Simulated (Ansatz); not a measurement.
Start from `[OH][AlH][OH]` and change one atom or group to get `C[O][Al]([OH])[OH]`.

Ansatz, PBE0-D4/def2-TZVP geometries, multiplicity 1. Each molecule was computed in one conformer, which needn't be the lowest.

```json
{"property": "HOMO–LUMO gap (PBE0/def2-TZVPP) / eV", "`[OH][AlH][OH]`": "8.96"}
{"property": "LUMO energy (B3LYP/def2-TZVPP) / eV", "`[OH][AlH][OH]`": "-0.47"}
{"property": "HOMO energy (B3LYP/def2-TZVPP) / eV", "`[OH][AlH][OH]`": "-8.81"}
{"property": "HOMO energy (PBE0/def2-TZVPP) / eV", "`[OH][AlH][OH]`": "-9.08"}
{"property": "LUMO energy (PBE/def2-TZVPP) / eV", "`[OH][AlH][OH]`": "-0.96"}
{"property": "size of the dipole moment (ωB97M-V/def2-TZVPP) / D", "`[OH][AlH][OH]`": "2.43"}
```

Task: Give the same properties after the change, and the shifts. (Estimate.)

Result: Computed: 
| property | `C[O][Al]([OH])[OH]` | shift |
| --- | --- | --- |
| HOMO–LUMO gap (PBE0/def2-TZVPP) / eV | 7.72 | -1.24 |
| LUMO energy (B3LYP/def2-TZVPP) / eV | -0.69 | -0.22 |
| HOMO energy (B3LYP/def2-TZVPP) / eV | -7.83 | 0.98 |
| HOMO energy (PBE0/def2-TZVPP) / eV | -8.07 | 1.01 |
| LUMO energy (PBE/def2-TZVPP) / eV | -1.23 | -0.27 |
| size of the dipole moment (ωB97M-V/def2-TZVPP) / D | 0.32 | -2.11 |

With PBE0 the HOMO rises by 1.01 eV and the LUMO falls by 0.23 eV, so the gap narrows by about 1.24 eV. PBE moves the HOMO by 0.88 eV and ωB97M-V by 1.08 eV. The zero-point energy changes by 94.2 kJ/mol with +12 modes. Dipoles are sizes alone; their direction can turn.

B3LYP here is the variant with VWN-RPA as its local correlation; programs differ in this.
